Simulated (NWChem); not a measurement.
Everything below was run with NWChem. System: C3H8N, charge 0, spin multiplicity 2, at a geometry optimised with UPBE0/def2-SVP. The structure started from a generated list of species. Its SCF solution wasn't tested for a lower state. Level: UHF/def2-TZVP.

Input file:

```
start mol
memory heap 200 mb stack 900 mb global 1100 mb
geometry units angstroms nocenter noautoz noautosym
  C     -1.056795     0.810933     0.457486
  C     -0.035722    -0.007047    -0.341750
  C      1.398537     0.349860     0.022933
  N     -0.250189    -1.419565    -0.192671
  H     -0.885929     1.889815     0.323449
  H     -0.972724     0.584006     1.531945
  H     -2.087887     0.588101     0.140115
  H     -0.195311     0.240669    -1.416575
  H      1.609915     1.414058    -0.162416
  H      1.583688     0.139771     1.088145
  H      2.104401    -0.254932    -0.564370
  H     -1.240947    -1.587011    -0.423613
end
basis spherical
  * library def2-tzvp
end
scf
  uhf
  nopen 1
  maxiter 100
  thresh 1e-7
  semidirect memsize 60000000 filesize 0
  # guess.movecs holds the orbitals of an unrestricted PBE0 run
  vectors input guess.movecs output mol.movecs
end
task scf energy
```

Part of the output:

```
             Northwest Computational Chemistry Package (NWChem) 7.3.0
             --------------------------------------------------------

                                NWChem Input Module
                                -------------------

 Scaling coordinates for geometry "geometry" by  1.889725989
 (inverse scale =  0.529177249)

                             Geometry "geometry" -> ""
                             -------------------------

 Output coordinates in angstroms (scale by  1.889725989 to convert to a.u.)

  No.       Tag          Charge          X              Y              Z
 ---- ---------------- ---------- -------------- -------------- --------------
    1 C                    6.0000    -1.05679500     0.81093300     0.45748600
    2 C                    6.0000    -0.03572200    -0.00704700    -0.34175000
    3 C                    6.0000     1.39853700     0.34986000     0.02293300
    4 N                    7.0000    -0.25018900    -1.41956500    -0.19267100
    5 H                    1.0000    -0.88592900     1.88981500     0.32344900
    6 H                    1.0000    -0.97272400     0.58400600     1.53194500
    7 H                    1.0000    -2.08788700     0.58810100     0.14011500
    8 H                    1.0000    -0.19531100     0.24066900    -1.41657500
    9 H                    1.0000     1.60991500     1.41405800    -0.16241600
   10 H                    1.0000     1.58368800     0.13977100     1.08814500
   11 H                    1.0000     2.10440100    -0.25493200    -0.56437000
   12 H                    1.0000    -1.24094700    -1.58701100    -0.42361300

 Effective nuclear repulsion energy (a.u.)     126.7496356058

            Nuclear Dipole moment (a.u.)
            ----------------------------
        X                 Y               Z
 ---------------- ---------------- ----------------
     0.0000056692    -0.0000037795    -0.0000056692


 Summary of "ao basis" -> "" (spherical)
 ------------------------------------------------------------------------------
       Tag                 Description            Shells   Functions and Types
[...]
   12 H    1     0.80   0.26  0.44  0.07  0.03

  Mulliken analysis of the alpha density
  --------------------------------------

    Atom       Charge   Shell Charges
 -----------   ------   -------------------------------------------------------
    1 C    6     3.20   0.43  0.56  0.24  0.34  0.05  0.63  0.70  0.20  0.01  0.03  0.00
    2 C    6     2.88   0.43  0.56  0.23  0.31 -0.01  0.59  0.60  0.07  0.02  0.07  0.01
    3 C    6     3.14   0.43  0.56  0.24  0.33  0.03  0.63  0.69  0.19  0.01  0.03  0.00
    4 N    7     4.22   0.41  0.58  0.30  0.48  0.14  0.90  1.02  0.38  0.00  0.02  0.00
    5 H    1     0.45   0.13  0.25  0.06  0.01
    6 H    1     0.45   0.13  0.25  0.06  0.01
    7 H    1     0.45   0.13  0.25  0.06  0.01
    8 H    1     0.50   0.14  0.28  0.07  0.01
    9 H    1     0.45   0.13  0.25  0.06  0.01
   10 H    1     0.45   0.13  0.25  0.06  0.01
   11 H    1     0.45   0.13  0.25  0.06  0.01
   12 H    1     0.37   0.12  0.20  0.03  0.02

   Mulliken analysis of the beta density
   -------------------------------------

    Atom       Charge   Shell Charges
 -----------   ------   -------------------------------------------------------
    1 C    6     3.15   0.43  0.56  0.23  0.33  0.05  0.61  0.69  0.20  0.01  0.03  0.00
    2 C    6     3.01   0.43  0.56  0.24  0.33 -0.00  0.63  0.66  0.09  0.01  0.06  0.00
    3 C    6     3.14   0.43  0.56  0.24  0.33  0.03  0.62  0.69  0.19  0.01  0.03  0.00
    4 N    7     3.14   0.41  0.58  0.27  0.44  0.13  0.49  0.57  0.23  0.00  0.02  0.00
    5 H    1     0.44   0.13  0.25  0.05  0.01
    6 H    1     0.45   0.13  0.25  0.06  0.01
    7 H    1     0.45   0.13  0.25  0.06  0.01
    8 H    1     0.44   0.13  0.24  0.06  0.01
    9 H    1     0.46   0.13  0.25  0.06  0.01
   10 H    1     0.45   0.13  0.25  0.06  0.01
   11 H    1     0.45   0.13  0.25  0.06  0.01
   12 H    1     0.43   0.14  0.24  0.04  0.01

   Mulliken analysis of the spin density
   -------------------------------------

    Atom       Charge   Shell Charges
 -----------   ------   -------------------------------------------------------
    1 C    6     0.05   0.00 -0.00  0.01  0.01  0.00  0.02  0.02 -0.00 -0.00  0.00  0.00
    2 C    6    -0.13  -0.00  0.00 -0.01 -0.02 -0.01 -0.04 -0.06 -0.02  0.00  0.01  0.00
    3 C    6     0.00   0.00 -0.00  0.00  0.00 -0.00  0.00  0.00 -0.00 -0.00 -0.00 -0.00
    4 N    7     1.09   0.00 -0.00  0.03  0.04  0.00  0.41  0.45  0.15 -0.00  0.00 -0.00
    5 H    1     0.01   0.00  0.00  0.00  0.00
    6 H    1    -0.00  -0.00 -0.00  0.00  0.00
    7 H    1    -0.00  -0.00 -0.00 -0.00  0.00
    8 H    1     0.06   0.01  0.04  0.01 -0.00
    9 H    1    -0.00  -0.00 -0.00 -0.00  0.00
   10 H    1     0.00  -0.00 -0.00  0.00  0.00
   11 H    1    -0.00  -0.00 -0.00 -0.00  0.00
   12 H    1    -0.06  -0.01 -0.04 -0.01  0.00

       Multipole analysis of the density wrt the origin
       ------------------------------------------------

     L   x y z        total         alpha         beta         nuclear
     -   - - -        -----         -----         ----         -------
     0   0 0 0     -0.000000    -17.000000    -16.000000     33.000000

     1   1 0 0     -0.454069      0.033108     -0.487182      0.000006
     1   0 1 0      0.562632      1.517118     -0.954482     -0.000004
     1   0 0 1     -0.192361      0.117682     -0.310037     -0.000006

     2   2 0 0    -19.144700    -74.271831    -73.713207    128.840338
     2   1 1 0      1.509092     -1.015646      0.042804      2.481934
     2   1 0 1      0.395299      6.145546      6.000190    -11.750437
     2   0 2 0    -22.570909    -64.427479    -57.081466     98.938036
     2   0 1 1      0.330292    -11.367616    -10.403679     22.101588
     2   0 0 2    -19.722953    -25.820287    -23.920037     30.017370

 Task  times  cpu:       86.1s     wall:       86.1s

 Total times  cpu:       86.2s     wall:       86.2s
```
